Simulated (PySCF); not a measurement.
Harmonic spectrum computed at PBE0 in the def2-TZVP basis family (core potentials from Rb on, PySCF, no spin–orbit coupling):

```tsv
ω (cm⁻¹)	IR (km/mol)
245	29.8
592	113
613	245
652	2.4
942	35.9
3914	122
```

Which molecule gave it? In each, all ligands are bound to the one heavy central atom.
A. HfN(OH) (singlet)
B. ZrN(OH) (singlet)
C. WN(OH) (triplet)
D. SnN(OH) (singlet)

A. It has Cs symmetry with Hf–N 1.745 Å, Hf–O 1.963 Å, O–H 0.959 Å.
